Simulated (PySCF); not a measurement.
## Selenium: a sound run and one with changed settings

Sound run: Se+ [Ar] 3d10 4s2 4p3, Se(2+) [Ar] 3d10 4s2 4p2. Computed with PySCF 2.14 in cc-pVDZ-PP with ECP10MDF (4s3p2d, 23 functions), with a scalar-relativistic core potential. In the sound run the correlated levels freeze 3s2 3p6 3d10 outside the core potential. The sound run starts from symmetry-adapted Hartree-Fock orbitals and uses a fine grid where one is needed.

Changed run: initial guess atom, at most 50 SCF cycles.

```json
{"species": "Se+", "method": "UHF", "sound run (hartree)": "-371.53218", "changed run (hartree)": "-371.53218", "converged": "yes"}
{"species": "Se+", "method": "PBE0", "sound run (hartree)": "-372.72582", "changed run (hartree)": "-372.72582", "converged": "yes"}
{"species": "Se+", "method": "CCSD(T)", "sound run (hartree)": "-371.60401", "changed run (hartree)": "-371.60401", "converged": "yes"}
{"species": "Se(2+)", "method": "r2SCAN", "sound run (hartree)": "-371.84305", "changed run (hartree)": "-371.84305", "converged": "yes"}
{"species": "Se(2+)", "method": "MP2", "sound run (hartree)": "-370.80963", "changed run (hartree)": "-370.80963", "converged": "yes"}
```

Here the plain start reaches the same solutions.
